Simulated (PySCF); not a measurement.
**Steps of a relaxation of [Nd(NH3)2]3+**

[Nd(NH3)2]3+ (singlet in the valence; each metal's 4f electrons, 3 of them, lie in its core potential, out of spins and levels; a saddle point, relaxed within its symmetry). PySCF 2.14.0, RKS TPSS, Nd lcecp-1-SVP with ECP49, N def2-SVP, H def2-SVP; non-relativistic Hamiltonian with scalar-relativistic core potentials where named; density fitting; no spin-orbit coupling. Origin of the start: template. Columns: position (Å) and force (eV/Å). Energies are counted from the last step; some of the 7 steps are shown. Forces carry noise of the integration grid, about 0.01 to 0.03 eV/Å.

Run from Python with OMP_NUM_THREADS=2. Where DIIS fails, smearing, a level shift and second-order steps follow.
It took 30 s on 2 threads of Arm Neoverse V1 (shared host), from the converged density of the start.

```xyz
9
step 0  E = 0.125 eV
Nd    0.0000    0.0000    0.0000     0.00    0.00    0.00
N     0.0000    0.0000    2.5825     0.00    0.00   -1.99
H     0.8133    0.4696    2.9805     0.65    0.38    0.59
H    -0.8133    0.4696    2.9805    -0.65    0.38    0.59
H     0.0000   -0.9392    2.9805     0.00   -0.75    0.59
N     0.0000    0.0000   -2.5825     0.00    0.00    1.99
H     0.8133   -0.4696   -2.9805     0.65   -0.38   -0.59
H    -0.8133   -0.4696   -2.9805    -0.65   -0.38   -0.59
H     0.0000    0.9392   -2.9805     0.00    0.75   -0.59
```

```xyz
9
step 2  E = 0.002 eV
Nd    0.0000    0.0000    0.0000     0.00    0.00    0.00
N     0.0000    0.0000    2.5397     0.00    0.00   -0.06
H     0.8175    0.4720    2.9945    -0.07   -0.04   -0.01
H    -0.8175    0.4720    2.9945     0.07   -0.04   -0.01
H     0.0000   -0.9440    2.9945     0.00    0.08   -0.02
N     0.0000    0.0000   -2.5397     0.00    0.00    0.06
H     0.8175   -0.4720   -2.9945    -0.07    0.04    0.01
H    -0.8175   -0.4720   -2.9945     0.07    0.04    0.01
H     0.0000    0.9440   -2.9945     0.00   -0.08    0.02
```

```xyz
9
step 4  E = 0.000 eV
Nd    0.0000    0.0000    0.0000     0.00    0.00    0.00
N     0.0000    0.0000    2.5285     0.00    0.00    0.00
H     0.8140    0.4700    2.9882     0.01    0.00   -0.01
H    -0.8140    0.4700    2.9882    -0.01    0.00   -0.01
H     0.0000   -0.9399    2.9882     0.00   -0.01   -0.01
N     0.0000    0.0000   -2.5285     0.00    0.00    0.00
H     0.8140   -0.4700   -2.9882     0.01    0.00    0.01
H    -0.8140   -0.4700   -2.9882    -0.01    0.00    0.01
H     0.0000    0.9399   -2.9882     0.00    0.01    0.01
```

Task: Where does the relaxation end?

Result: It converges at step 6 in D3d:
```xyz
9
step 6  E = 0
Nd    0.0000    0.0000    0.0000
N     0.0000    0.0000    2.5239
H     0.8145    0.4703    2.9821
H    -0.8145    0.4703    2.9821
H     0.0000   -0.9405    2.9821
N     0.0000    0.0000   -2.5239
H     0.8145   -0.4703   -2.9821
H    -0.8145   -0.4703   -2.9821
H     0.0000    0.9405   -2.9821
```

Task: How did the contacts change?

Result: 
```json
{"contact": "Nd1–N2 (NH3)", "start (Å)": "2.583", "end (Å)": "2.524"}
{"contact": "Nd1–N6 (NH3)", "start (Å)": "2.583", "end (Å)": "2.524"}
```


An lcecp potential fixes the number of 4f electrons, so in runs with it no electron can move into or out of that shell.
